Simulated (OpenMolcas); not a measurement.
Tl²⁺: effect of the basis set

| Quantity | Value |
| --- | --- |
| Program | OpenMolcas |
| Method | CASSCF |
| Active space | 1 electron in 4 orbitals (6s 6p) |
| State averaging | 2S+1 = 2 even, 1 root; 2S+1 = 2 odd, 3 roots |
| Spin-orbit coupling | state interaction with AMFI integrals over the reference wave functions, term energies averaged over their components |

A. ANO-RCC-VDZP [7s6p4d2f1g], DKH2, point nucleus; cost roughly 7 core-seconds
B. ANO-R2 [8s7p5d3f1g], X2C, finite nucleus; cost about 9 core-seconds
C. ANO-RCC-VTZP [8s7p5d3f2g], X2C, point nucleus; cost roughly 12 core-seconds
D. ANO-RCC-VTZP [8s7p5d3f2g], DKH2, point nucleus; cost of the order of 8 core-seconds
E. ANO-R3 [9s8p7d3f2g1h], X2C, finite nucleus; cost about 16 core-seconds
F. ANO-RCC-VQZP [9s8p6d4f3g], DKH2, point nucleus; cost roughly 14 core-seconds

Energies in cm-1 above 6s 2S 1/2, the measured ground level; measured values from Moore, Atomic Energy Levels, vol. III, NSRDS-NBS 35 (1971 reprint of NBS Circular 467, 1958).

```json
{"Level": "6s 2S 1/2", "A": "0.0", "B": "0.0", "C": "0.0", "D": "0.0", "E": "0.0", "F": "0.0", "Measured": "0.0"}
{"Level": "6p 2P* 1/2", "A": "64059", "B": "64466", "C": "63982", "D": "63667", "E": "62730", "F": "62941", "Measured": ""}
{"Level": "6p 2P* 3/2", "A": "77330", "B": "75147", "C": "74775", "D": "74458", "E": "74820", "F": "74359", "Measured": "78970"}
```

Among A to F the level of the table that moves most is 6p 2P* 3/2, by 3000 cm-1 (lowest in F, highest in A).

Spin-orbit splittings of 6p shells tend to come out small when the coupling is added on scalar orbitals. With one active electron the reference holds no correlation, so core polarisation is missing. Levels of configurations outside the active space are missing.

* marks odd parity.
